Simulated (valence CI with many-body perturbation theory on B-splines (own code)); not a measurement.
## Sr6+: electric-dipole lines

Computed by configuration interaction combined with many-body perturbation theory (CI+MBPT): four valence electrons over a frozen Dirac-Fock core [Ar] 3d10, a basis of 11 s, 11 p, 9 d, 7 f, 5 g, 2 h, 1 i functions for each j, with the one-electron correlation potential Σ1, the two-electron term Σ2, the three-electron term Σ3, Breit, model QED; selected CI, second order for the rest, scaled by the run's own slope (own B-spline code, finite nucleus).

Against 13 measured levels this calculation errs by 109 cm⁻¹ on average and by 228 at most. These come from a selection out of Sansonetti, J. Phys. Chem. Ref. Data 41, 013102 (2012). Levels without a partner in it may be off by more. Among the levels kept, up to 350 cm⁻¹ of a level comes from second order outside the variational space, and about a tenth of that is noise between levels of different J, which matters for small intervals.

Lines 1 to 50 of 223 in falling wavelength, among levels below 453600 cm⁻¹, chosen from the strongest by gf and those to the six lowest levels. Wavelengths and rates use the calculated energies, so an error of 100 cm⁻¹ moves a line at 86.28 nm by 0.086 % and its rate by three times that or more. Electric multipoles are in the length gauge, E1 and E2 with the static RPA response of the core. Weak lines are less certain than strong ones. Lines between different terms over intervals too small for the method are left out, as are lines whose strength nearly cancels. Where a level lies close to another of its J and parity, the split of strength between their lines is uncertain. The highest levels of a list are the least certain.

Names give the largest LS component (configuration and term), which can be under half, so a name can repeat, a term be missing and a line seem to break the LS rules; names also repeat where a configuration has a term twice. Letters in brackets count levels of one name in rising energy.

| λ vac (nm) | λ from measured levels | Upper | Lower | A (s⁻¹) | S (a.u.) with core polarisation | S without |
| --- | --- | --- | --- | --- | --- | --- |
| 216.2 |  | 4s2.4p.5p 3P_1 [a] | 4s2.4p.5s 1P°_1 | 5.85e+07 | 8.76e-01 | 8.81e-01 |
| 185.1 |  | 4s2.4p.5p 3D_1 | 4s2.4p.5s 3P°_1 | 3.47e+08 | 3.26e+00 | 3.29e+00 |
| 183.9 |  | 4s2.4p.5p 3P_1 [b] | 4s2.4p.5s 1P°_1 | 2.56e+08 | 2.36e+00 | 2.38e+00 |
| 181.8 |  | 4s.4p2.4d 1F_3 | 4s2.4p.5s 3P°_2 | 5.17e+07 | 1.08e+00 | 1.09e+00 |
| 180.9 |  | 4s2.4p.5p 3D_1 | 4s2.4p.5s 3P°_0 | 1.39e+08 | 1.22e+00 | 1.23e+00 |
| 174.0 |  | 4s2.4p.5p 3P_2 | 4s2.4p.5s 1P°_1 | 4.85e+07 | 6.31e-01 | 6.41e-01 |
| 172.7 |  | 4s2.4p.5p 3P_1 [b] | 4s2.4p.5s 3P°_2 | 1.35e+08 | 1.03e+00 | 1.04e+00 |
| 170.4 |  | 4s.4p2.4d 3D_3 | 4s2.4p.5s 3P°_2 | 3.20e+07 | 5.47e-01 | 5.53e-01 |
| 164.0 |  | 4s2.4p.5p 3D_3 | 4s2.4p.5s 3P°_2 | 6.13e+08 | 9.35e+00 | 9.45e+00 |
| 163.9 |  | 4s2.4p.5p 3P_2 | 4s2.4p.5s 3P°_2 | 6.56e+08 | 7.13e+00 | 7.20e+00 |
| 163.0 |  | 4s2.4p.5p 3D_2 | 4s2.4p.5s 3P°_1 | 6.56e+08 | 7.01e+00 | 7.09e+00 |
| 162.9 |  | 4s2.4p.5p 3P_1 [a] | 4s2.4p.5s 3P°_1 | 9.70e+07 | 6.21e-01 | 6.26e-01 |
| 162.4 |  | 4s2.4p.5p 3S_1 | 4s2.4p.5s 1P°_1 | 1.28e+08 | 8.12e-01 | 8.22e-01 |
| 159.7 |  | 4s2.4p.5p 3P_0 | 4s2.4p.5s 3P°_1 | 7.71e+08 | 1.55e+00 | 1.56e+00 |
| 159.6 |  | 4s2.4p.5p 3P_1 [a] | 4s2.4p.5s 3P°_0 | 5.49e+08 | 3.31e+00 | 3.34e+00 |
| 153.6 |  | 4s2.4p.5p 3S_1 | 4s2.4p.5s 3P°_2 | 7.29e+08 | 3.91e+00 | 3.97e+00 |
| 147.1 |  | 4s.4p2.4d 3D_2 | 4s2.4p.5s 3P°_1 | 1.15e+08 | 9.04e-01 | 9.14e-01 |
| 143.9 |  | 4s2.4p.5p 3P_1 [b] | 4s2.4p.5s 3P°_1 | 1.61e+08 | 7.08e-01 | 7.17e-01 |
| 137.7 |  | 4s2.4p.5p 3P_2 | 4s2.4p.5s 3P°_1 | 5.67e+07 | 3.65e-01 | 3.68e-01 |
| 130.4 |  | 4s2.4p.5p 3S_1 | 4s2.4p.5s 3P°_1 | 1.23e+08 | 4.05e-01 | 4.13e-01 |
| 99.29 |  | 4s.4p3 5S°_2 | 4s2.4p2 1D_2 | 4.74e+05 | 1.14e-03 | 1.29e-03 |
| 86.28 | 86.21 | 4s.4p3 3D°_1 | 4s2.4p2 1S_0 | 2.52e+06 | 2.39e-03 | 2.73e-03 |
| 85.80 |  | 4s.4p3 5S°_2 | 4s2.4p2 3P_2 | 8.86e+06 | 1.38e-02 | 1.56e-02 |
| 85.07 |  | 4s.4p2.4d 3F_4 | 4s2.4p.4d 3D°_3 | 7.89e+07 | 2.16e-01 | 2.45e-01 |
| 84.88 |  | 4p4 3P_2 | 4s.4p3 3S°_1 | 3.67e+08 | 5.53e-01 | 6.32e-01 |
| 84.55 |  | 4p4 1D_2 | 4s.4p3 1P°_1 | 2.90e+08 | 4.32e-01 | 4.94e-01 |
| 81.80 |  | 4s.4p3 5S°_2 | 4s2.4p2 3P_1 | 6.30e+06 | 8.51e-03 | 9.60e-03 |
| 78.63 |  | 4p4 3P_1 | 4s.4p3 3S°_1 | 4.56e+08 | 3.28e-01 | 3.75e-01 |
| 77.24 |  | 4s.4p2.4d 1G_4 | 4s2.4p.4d 1F°_3 | 4.23e+08 | 8.65e-01 | 9.67e-01 |
| 71.80 | 71.78 | 4s.4p3 3D°_1 | 4s2.4p2 1D_2 | 2.87e+07 | 1.57e-02 | 1.76e-02 |
| 71.76 | 71.74 | 4s.4p3 3P°_1 | 4s2.4p2 1S_0 | 2.17e+07 | 1.19e-02 | 1.34e-02 |
| 71.71 | 71.69 | 4s.4p3 3D°_2 | 4s2.4p2 1D_2 | 8.55e+06 | 7.78e-03 | 8.93e-03 |
| 70.47 | 70.45 | 4s.4p3 3D°_3 | 4s2.4p2 1D_2 | 1.12e+08 | 1.35e-01 | 1.53e-01 |
| 70.42 |  | 4s2.4p.5p 3D_2 | 4s2.4p.4d 3D°_3 | 2.52e+08 | 2.17e-01 | 2.11e-01 |
| 69.45 |  | 4s2.4p.5p 3D_1 | 4s2.4p.4d 3P°_1 [a] | 3.51e+08 | 1.74e-01 | 1.71e-01 |
| 68.58 |  | 4s.4p2.4d 3F_4 | 4s2.4p.4d 3F°_4 | 1.29e+08 | 1.84e-01 | 2.12e-01 |
| 67.67 |  | 4s.4p2.4d 3F_3 | 4s2.4p.4d 3F°_3 | 1.85e+08 | 1.98e-01 | 2.27e-01 |
| 67.28 |  | 4s.4p2.4d 3D_2 | 4s2.4p.4d 3D°_3 | 2.30e+08 | 1.73e-01 | 1.77e-01 |
| 67.08 |  | 4s.4p2.4d 3F_2 [a] | 4s2.4p.4d 3F°_2 | 2.16e+08 | 1.61e-01 | 1.84e-01 |
| 66.00 |  | 4s2.4p.5p 3P_1 [b] | 4s2.4p.4d 3P°_1 [b] | 8.64e+08 | 3.68e-01 | 3.72e-01 |
| 65.53 |  | 4s2.4p.5p 3P_0 | 4s2.4p.4d 3P°_1 [a] | 4.07e+09 | 5.65e-01 | 5.60e-01 |
| 65.42 |  | 4s2.4p.5p 3D_3 | 4s2.4p.4d 3D°_2 | 1.90e+08 | 1.84e-01 | 1.94e-01 |
| 65.41 |  | 4s2.4p.5p 3P_2 | 4s2.4p.4d 3D°_2 | 1.30e+09 | 8.99e-01 | 8.91e-01 |
| 65.29 |  | 4p4 1D_2 | 4s.4p3 1D°_2 | 2.45e+09 | 1.68e+00 | 1.91e+00 |
| 65.26 |  | 4s2.4p.5p 3D_3 | 4s2.4p.4d 3D°_3 | 9.23e+08 | 8.86e-01 | 8.99e-01 |
| 65.25 |  | 4s2.4p.5p 3P_2 | 4s2.4p.4d 3D°_3 | 1.81e+09 | 1.24e+00 | 1.22e+00 |
| 64.68 |  | 4s2.4p.5p 3P_2 | 4s2.4p.4d 3P°_1 [b] | 3.80e+08 | 2.54e-01 | 2.55e-01 |
| 64.47 | 64.41 | 4s.4p3 3D°_1 | 4s2.4p2 3P_2 | 1.28e+07 | 5.08e-03 | 5.72e-03 |
| 64.40 | 64.34 | 4s.4p3 3D°_2 | 4s2.4p2 3P_2 | 1.14e+07 | 7.51e-03 | 8.57e-03 |
| 63.92 |  | 4s2.4p.5p 3P_1 [b] | 4s2.4p.4d 1D°_2 | 1.70e+09 | 6.57e-01 | 6.45e-01 |
